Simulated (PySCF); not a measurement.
C₄H₃F₃O₂.
Numbering: `[O:1]=[C:2]1[CH2:3][O:4][C@@H:5]1[C:6]([F:7])([F:8])[F:9]` (hydrogens: H10, H11 on C3; H12 on C5)

Theory: TDDFT CAM-B3LYP/def2-SVPD, vertical, gas phase, core orbitals frozen in the response in PySCF 2.14.0, density-fitted response routines. Geometry: PBE0-D3(BJ)/def2-SVP; no solvent, vibrations or thermal averaging. Torsions of this conformer, `[O:1]=[C:2]1[CH2:3][O:4][C@@H:5]1[C:6]([F:7])([F:8])[F:9]`: O4–C5–C6–F7 -56°.

Broadening: Gaussians 0.4 eV wide at half height, area fixed by f = 4.319×10⁻⁹ ∫ε dν̃. The width is an assumption, not a result. The curve ends short of the highest state used, and states not computed would add to its high-energy end.

(E (eV), ε (L mol⁻¹ cm⁻¹)): (3.79, 0), (3.93, 0), (4.07, 0), (4.20, 0), (4.34, 1), (4.47, 1), (4.61, 0), (4.75, 0), (4.88, 0), (5.02, 0), (5.15, 0), (5.29, 0), (5.43, 0), (5.56, 1), (5.70, 10), (5.83, 59), (5.97, 217), (6.11, 403), (6.24, 390), (6.38, 196), (6.51, 56), (6.65, 8), (6.79, 1), (6.92, 0), (7.06, 0), (7.20, 2), (7.33, 16), (7.47, 103), (7.60, 426), (7.74, 1404), (7.88, 2896), (8.01, 3444), (8.15, 2701), (8.28, 2235), (8.42, 2141), (8.56, 1601)

Problem. Where are the band maxima, and which computed states make them?

Solution. 201 nm (6.17 eV), ε about 430, made up of S2 (100%); 155 nm (7.99 eV), ε about 3500, made up of S6 (94%) (ε in L mol⁻¹ cm⁻¹; maxima over ε = 5, shares over 10%). The states used: S1 4.39 eV (f 0.0000); S2 6.17 eV (f 0.0063); S3 7.67 eV (f 0.0007); S4 7.77 eV (f 0.0030); S5 7.84 eV (f 0.0007); S6 7.99 eV (f 0.048); S7 8.41 eV (f 0.029); S8 8.87 eV (f 0.021); S9 9.01 eV (f 0.0034); S10 9.16 eV (f 0.0051).

Problem. On this curve, what absorbance would a 10⁻⁴ mol/L sample give at 193 nm over a 1 cm path?

Solution. 193 nm is 6.424 eV, where ε is about 140 L mol⁻¹ cm⁻¹, so A = ε c l ≈ 0.014 (Beer–Lambert, with the gas-phase spectrum and the assumed width).

Problem. Coming from long wavelengths, where does ε first pass 100 L mol⁻¹ cm⁻¹?

Solution. At about 211 nm (5.88 eV), 1.49 eV above S1.

Problem. What would ε be at 7.99 eV, the highest of these maxima, with half the width (0.2 eV)?

Solution. About 6500 L mol⁻¹ cm⁻¹ against 3460, a factor of about 1.9; a lone state at its own centre would give exactly 2.

All these states lie below the vertical ionisation energy of 10.90 eV (ΔSCF).

Time: 4.0 min wall. Hardware: one thread of an Arm Neoverse V2, shared host.
